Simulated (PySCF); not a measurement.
## Computed structure and properties of [La(OH)2]+

System: [La(OH)2]+ (singlet); start: template (C2). Method: PySCF 2.14.0, RKS PBE0, La lcecp-1-SVP with ECP46, O def2-SVP, H def2-SVP; non-relativistic Hamiltonian with scalar-relativistic core potentials where named; density fitting; no spin-orbit coupling.

Input of the relaxation:

```python
mol = gto.M(atom='''
La     0.00000    -0.00000    -0.18166
O      2.05630    -0.00000     0.73854
H      3.01590    -0.09060     0.79764
O     -2.05630     0.00000     0.73854
H     -3.01590     0.09060     0.79764''',
    basis={'La': 'lcecp-1-SVP', 'O': 'def2-SVP', 'H': 'def2-SVP'},
    ecp={'La': 'lcecp-1-SVP'},
    charge=1, spin=0)
mf = dft.RKS(mol, xc='PBE0')
mf.grids.atom_grid = (50, 194)  # f atoms: unpruned, at least (60, 302)
mf = mf.density_fit()  # fitting sets: La AutoAux, O def2-universal-JKFIT, H def2-universal-JKFIT
mf.conv_tol = 1e-08; mf.max_cycle = 55
mf.kernel(dm0)  # dm0: converged density of the start geometry
# quasi-Newton relaxation in Cartesian coordinates to a largest gradient under 0.00045 Eh/bohr, steps kept in the point group
```

Run from Python with OMP_NUM_THREADS=2; the lines above give its settings. Where DIIS fails, smearing, a level shift and second-order steps follow.
It took 32 s on 2 threads of Arm Neoverse V1 (shared host), from the converged density of the start.

Course of the relaxation:

```json
{"step": "0", "energy above end (eV)": "0.9255", "largest force component within the symmetry (eV/Å)": "2.503"}
{"step": "1", "energy above end (eV)": "0.4774", "largest force component within the symmetry (eV/Å)": "1.042"}
{"step": "2", "energy above end (eV)": "0.3064", "largest force component within the symmetry (eV/Å)": "1.026"}
{"step": "3", "energy above end (eV)": "0.2737", "largest force component within the symmetry (eV/Å)": "1.261"}
{"step": "4", "energy above end (eV)": "0.1771", "largest force component within the symmetry (eV/Å)": "1.012"}
{"step": "5", "energy above end (eV)": "0.1056", "largest force component within the symmetry (eV/Å)": "0.766"}
{"step": "6", "energy above end (eV)": "0.0703", "largest force component within the symmetry (eV/Å)": "0.555"}
{"step": "7", "energy above end (eV)": "0.0504", "largest force component within the symmetry (eV/Å)": "1.169"}
{"step": "11", "energy above end (eV)": "0.0020", "largest force component within the symmetry (eV/Å)": "0.106"}
{"step": "12", "energy above end (eV)": "0.0012", "largest force component within the symmetry (eV/Å)": "0.094"}
{"step": "13", "energy above end (eV)": "0.0005", "largest force component within the symmetry (eV/Å)": "0.030"}
{"step": "14", "energy above end (eV)": "0.0001", "largest force component within the symmetry (eV/Å)": "0.019"}
{"step": "15", "energy above end (eV)": "0.0000", "largest force component within the symmetry (eV/Å)": "0.013"}
{"step": "16", "energy above end (eV)": "0.0000", "largest force component within the symmetry (eV/Å)": "0.002"}
```
(The steps between are left out.)

Relaxed geometry (C2v):

```xyz
5

La    0.0000    0.0000   -0.6712
O     1.6809   -0.0347    0.5290
H     2.3190   -0.0468    1.2519
O    -1.6809    0.0347    0.5290
H    -2.3190    0.0468    1.2519
```

| contact | Å |
| --- | --- |
| La1–O2 (OH) | 2.066 |
| La1–O4 (OH) | 2.066 |

On the finer grid (75, 302):

```json
{
 "HOMO": "-13.27 eV",
 "LUMO": "-6.42 eV",
 "Dipole about the centre of mass": "2.82 D",
 "Set of Mulliken populations of La1 outside the core potential": "s 2.07, p 6.09, d 1.24, f 0.10",
 "D3(BJ) dispersion energy (not in the energies)": "-0.071 eV"
}
```

```csv
atom,Mulliken (e),Löwdin (e),spin (e)
La1,1.49,1.31,0.00
O2,-0.49,-0.28,0.00
H3,0.24,0.12,0.00
O4,-0.49,-0.28,0.00
H5,0.24,0.12,0.00
```

The large-core potential holds the 4f shell empty.

On the grid (50, 194), as all that follows. Harmonic modes: a minimum; lowest 135 cm⁻¹ (negative: unstable), highest 3918 cm⁻¹, zero-point energy 0.702 eV.

Taking off one OH (charge -1, singlet; the rest: singlet) in vacuum, both parts rigid, costs 16.85 eV; the small basis without counterpoise inflates it. Most of it is the attraction of opposite charges; other ways to part are cheaper, and one spin state was tried for the rest.

Rigid scan of OH along the line from its metal:

(distance to O2 (Å), energy (eV)): (1.77, 1.675), (1.87, 0.644), (1.97, 0.140), (2.07, 0.000), (2.17, 0.107), (2.27, 0.376), (2.47, 1.177), (2.77, 2.569), (3.17, 4.211), (3.67, 5.635)

One start shape was tried, so this needn't be the lowest isomer.
